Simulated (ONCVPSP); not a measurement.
u(r) = r·R(r): atom against pseudo-atom (cobalt)

Columns: radius, all-electron u(r) and pseudo u(r) of the 3p shell (level -65.64 eV) of cobalt in the configuration [Ne] 3s2 3p6 3d7 4s2; PBE, scalar-relativistic, ONCV scheme, ONCVPSP 4.0.1.

| r (bohr) | all-electron | pseudo |
| --- | --- | --- |
| 0.065 | -0.3901 | 0.0307 |
| 0.130 | -0.6239 | 0.1185 |
| 0.195 | -0.4843 | 0.2532 |
| 0.260 | -0.1430 | 0.4194 |
| 0.325 | 0.2437 | 0.5989 |
| 0.390 | 0.5880 | 0.7733 |
| 0.455 | 0.8550 | 0.9268 |
| 0.520 | 1.0381 | 1.0475 |
| 0.585 | 1.1449 | 1.1286 |
| 0.650 | 1.1898 | 1.1691 |
| 0.715 | 1.1879 | 1.1721 |
| 0.780 | 1.1525 | 1.1435 |
| 0.845 | 1.0951 | 1.0912 |
| 0.910 | 1.0240 | 1.0228 |
| 0.975 | 0.9460 | 0.9456 |
| 1.040 | 0.8655 | 0.8652 |
| 1.105 | 0.7858 | 0.7856 |
| 1.170 | 0.7090 | 0.7088 |
| 1.235 | 0.6364 | 0.6363 |
| 1.300 | 0.5689 | 0.5688 |
| 1.365 | 0.5068 | 0.5067 |
| 1.430 | 0.4501 | 0.4500 |
| 1.495 | 0.3988 | 0.3987 |
| 1.560 | 0.3526 | 0.3525 |
| 1.625 | 0.3112 | 0.3111 |
| 1.690 | 0.2742 | 0.2741 |

Q: How many radial nodes do the two functions have?

A: The all-electron 3p function has n − l − 1 = 1; the pseudo-wave has 0, since the states of the same l below it are removed with the core.

Q: At about which radius was the pseudo-wave matched?

A: 1.05 bohr. The columns agree to 0.0005 from 0.97 bohr on; several derivatives are matched, so the curves merge somewhat inside the radius.

Q: Is the pseudo-wave norm-conserving?

A: Yes: the ONCV scheme keeps the norm inside the radius equal to the all-electron one, which fixes the energy derivative of the logarithmic derivative at the level.
